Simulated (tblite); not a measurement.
C6H12F2OSi.
SMILES with atom numbers: `[CH3:1][CH2:2][C@@H:3]1[CH2:4][C@@:5]1([SiH3:6])[O:7][CH:8]([F:9])[F:10]` (hydrogens: H11, H12, H13 on C1; H14, H15 on C2; H16 on C3; H17, H18 on C4; H19, H20, H21 on Si6; H22 on C8)

Computed with GFN2-xTB (tblite), gas phase: L-BFGS steps from a force-field or distance-geometry start until the largest atomic force falls under 0.01 eV/Å.

Step 10: E = -931.1934 eV
```
atom  x, y, z in Å  |  force x, y, z in eV/Å
C1      2.0420   -0.8465    1.0488   -0.013  -0.013  -0.003
C2      1.8686    0.0981   -0.1352   -0.001  -0.004  -0.010
C3      0.5959   -0.1790   -0.9017   -0.009   0.007   0.017
C4     -0.0293    0.8626   -1.7738   -0.034  -0.002   0.037
C5     -0.7380    0.4135   -0.5207    0.035   0.085   0.056
Si6    -1.0447    1.6900    0.8563    0.016   0.054   0.043
O7     -1.8776   -0.4163   -0.7902    0.019   0.116  -0.075
C8     -2.0770   -1.4425    0.0369   -0.009   0.047  -0.006
F9     -2.9899   -2.2507   -0.5259    0.023  -0.071   0.100
F10    -2.6202   -1.0428    1.2309    0.001  -0.049  -0.027
H11     1.2260   -0.7224    1.7561   -0.026  -0.011   0.014
H12     2.0574   -1.8788    0.7069   -0.015  -0.036   0.022
H13     2.9778   -0.6471    1.5649   -0.011   0.019  -0.008
H14     1.8722    1.1301    0.2171   -0.017  -0.008  -0.021
H15     2.7125   -0.0286   -0.8197   -0.002   0.025   0.008
H16     0.5387   -1.1933   -1.2870    0.040  -0.003  -0.016
H17    -0.4368    0.5657   -2.7271   -0.022   0.004   0.011
H18     0.3801    1.8617   -1.7488    0.038  -0.049  -0.095
H19     0.0267    2.6868    0.7407   -0.011  -0.034   0.030
H20    -0.9901    1.0537    2.1726   -0.001  -0.020  -0.050
H21    -2.3252    2.3481    0.6053    0.023  -0.115  -0.008
H22    -1.1794   -2.0429    0.2930   -0.024   0.058  -0.019
```

Step 11: E = -931.1962 eV
```
atom  x, y, z in Å  |  force x, y, z in eV/Å
C1      2.0415   -0.8477    1.0490   -0.026   0.005  -0.011
C2      1.8681    0.0961   -0.1352   -0.007   0.024  -0.026
C3      0.5957   -0.1802   -0.9029   -0.042   0.018   0.039
C4     -0.0299    0.8638   -1.7728   -0.024  -0.027   0.024
C5     -0.7384    0.4164   -0.5193    0.088   0.062   0.046
Si6    -1.0439    1.6916    0.8614    0.032   0.003  -0.039
O7     -1.8794   -0.4121   -0.7887    0.040   0.140  -0.086
C8     -2.0752   -1.4400    0.0366   -0.058   0.093  -0.002
F9     -2.9866   -2.2492   -0.5262    0.016  -0.084   0.101
F10    -2.6191   -1.0410    1.2314    0.001  -0.062  -0.028
H11     1.2260   -0.7229    1.7558   -0.045  -0.008   0.025
H12     2.0557   -1.8802    0.7087   -0.003  -0.045   0.016
H13     2.9760   -0.6456    1.5651    0.013   0.010  -0.001
H14     1.8697    1.1288    0.2152   -0.018  -0.006  -0.002
H15     2.7143   -0.0257   -0.8177   -0.009   0.002  -0.002
H16     0.5382   -1.1965   -1.2863    0.031   0.042  -0.014
H17    -0.4392    0.5646   -2.7240   -0.037  -0.003  -0.012
H18     0.3812    1.8625   -1.7568    0.040  -0.057  -0.061
H19     0.0289    2.6851    0.7403   -0.012  -0.019   0.042
H20    -0.9905    1.0488    2.1722    0.003  -0.023  -0.010
H21    -2.3266    2.3385    0.6019    0.003  -0.084   0.003
H22    -1.1770   -2.0357    0.2916    0.018   0.019  -0.004
```

Problem. Estimate the geometry and energy of step 12. (The exact step hangs on the optimiser's Hessian estimate; all steps are aligned on step 11, rigid shifts and turns removed.)

Solution. E = -931.1992 eV, largest force 0.134 eV/Å
```
atom  x, y, z in Å  |  force x, y, z in eV/Å
C1      2.0404   -0.8491    1.0491   -0.034   0.019  -0.012
C2      1.8674    0.0943   -0.1356   -0.012   0.042  -0.027
C3      0.5950   -0.1813   -0.9036   -0.052   0.025   0.045
C4     -0.0310    0.8647   -1.7717    0.002  -0.042  -0.007
C5     -0.7373    0.4208   -0.5168    0.104   0.013   0.014
Si6    -1.0424    1.6932    0.8667    0.040  -0.052  -0.101
O7     -1.8807   -0.4048   -0.7881    0.033   0.118  -0.054
C8     -2.0735   -1.4349    0.0358   -0.074   0.106  -0.006
F9     -2.9821   -2.2485   -0.5249    0.013  -0.073   0.081
F10    -2.6178   -1.0401    1.2316   -0.006  -0.048  -0.019
H11     1.2251   -0.7236    1.7559   -0.052  -0.006   0.025
H12     2.0539   -1.8824    0.7111    0.008  -0.036   0.012
H13     2.9739   -0.6439    1.5653    0.023  -0.003   0.002
H14     1.8663    1.1272    0.2131   -0.017   0.002   0.020
H15     2.7163   -0.0223   -0.8155   -0.017  -0.022  -0.014
H16     0.5377   -1.1993   -1.2856    0.016   0.080  -0.009
H17    -0.4429    0.5631   -2.7207   -0.053  -0.013  -0.024
H18     0.3831    1.8621   -1.7670    0.047  -0.053  -0.024
H19     0.0312    2.6825    0.7405   -0.001   0.012   0.055
H20    -0.9910    1.0428    2.1715    0.009  -0.025   0.031
H21    -2.3280    2.3256    0.5979   -0.026  -0.044   0.012
H22    -1.1740   -2.0267    0.2900    0.051   0.001  -0.001
```

The energy changes by -0.0030 eV. The first-order estimate −F·Δx gives -0.0041 eV and the mean of the old and new forces, exact on a quadratic surface, -0.0030 eV. The step makes an angle of 63° with the force vector and moves no atom by more than 0.014 Å.

The cost below is that of the whole relaxation. Hardware: one thread of an Arm Neoverse N1, on a shared host. Cost: 1.0 s.
